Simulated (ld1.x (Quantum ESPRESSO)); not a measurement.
**Logarithmic derivatives: ruthenium (Ru), PAW**

* Element: ruthenium
* Generator: ld1.x (Quantum ESPRESSO) 7.5
* Type: PAW
* Functional: PBE
* Relativity: scalar-relativistic
* Frozen core: [Kr]
* Valence charge: 8
* Reference configuration: 4d6 5s0 5p0 (charge +2)
* Partial waves: 5s (bound, empty): rcut 1.75, rcutus 2.15 bohr; 5s channel at -0.85 Ry: rcut 1.75, rcutus 2.15 bohr; 5p (bound, empty): rcut 1.70, rcutus 2.40 bohr; 5p channel at 0.6 Ry: rcut 1.70, rcutus 2.40 bohr; 4d (bound): rcut 2.05, rcutus 2.35 bohr; 4d channel at -1.2 Ry: rcut 2.05, rcutus 2.35 bohr
* Local potential: all-electron potential smoothed inside 1.60 bohr (lloc = -1)
* Core correction: Bessel-smoothed model core, default radius (core density twice the valence density)
* Augmentation charge: BG, radius 1.50 bohr

The phase is arctan(r·u′/u) with u = r·R(r), unwrapped; energies in Ry, scanned from -4 to 5 Ry. A pole is an energy at which the radial function vanishes at the test radius. The pseudo phase is shifted by a multiple of π to meet the all-electron one at the reference energy, and phase errors are pseudo minus all-electron; the curves can meet again beyond the range given. Levels narrower than the energy grid can be missing from the lists of poles.

| channel | radius (bohr) | reference energy (Ry) | poles, all-electron | poles, pseudo | unbroken range about the reference energy with phases within 0.05 rad | phase error 1 Ry above the reference energy (rad) |
| --- | --- | --- | --- | --- | --- | --- |
| s | 2.61 | -1.40 | 0.93 | 0.85 | below 3.7 | -0.002 |
| p | 2.61 | -0.99 | 2.18 | -3.55, 2.19 | above -3.4 | +0.000 |
| d | 2.61 | -1.77 | -1.47, 4.47 | -1.47, 0.76 | below 0.0 | -0.001 |

Note: ghost state, extra bound levels that the all-electron valence spectrum of the same l lacks: p at -48.5 eV (s not tested). A true bound ghost makes a file unfit for plane-wave use. Its overlap operator is not positive definite in a basis up to 400 Ry (lowest eigenvalue s -0.07), so the file is unfit for use: the generalised eigenproblem breaks down once the basis is large enough, and its test numbers describe a broken file.

Phases in the p channel:

```
E (Ry)  all-electron  pseudo
 -4.00         1.353   4.438
 -3.76         1.337   4.374
 -3.52         1.321   1.473
 -3.28         1.303   1.333
 -3.04         1.283   1.296
 -2.80         1.259   1.266
 -2.56         1.231   1.235
 -2.32         1.196   1.198
 -2.08         1.151   1.152
 -1.84         1.090   1.091
 -1.60         1.005   1.006
 -1.36         0.879   0.879
 -1.12         0.677   0.677
 -0.88         0.345   0.345
 -0.64        -0.135  -0.135
 -0.40        -0.609  -0.609
 -0.16        -0.931  -0.931
  0.08        -1.128  -1.127
  0.32        -1.252  -1.252
  0.56        -1.336  -1.336
  0.80        -1.396  -1.396
  1.04        -1.442  -1.442
  1.28        -1.478  -1.478
  1.52        -1.508  -1.508
  1.76        -1.533  -1.533
  2.00        -1.556  -1.555
  2.24        -1.575  -1.575
  2.48        -1.594  -1.593
  2.72        -1.611  -1.611
  2.96        -1.628  -1.627
  3.20        -1.645  -1.644
  3.44        -1.662  -1.661
  3.68        -1.680  -1.679
  3.92        -1.699  -1.698
  4.16        -1.721  -1.720
  4.40        -1.745  -1.744
  4.64        -1.773  -1.773
  4.88        -1.808  -1.810
```
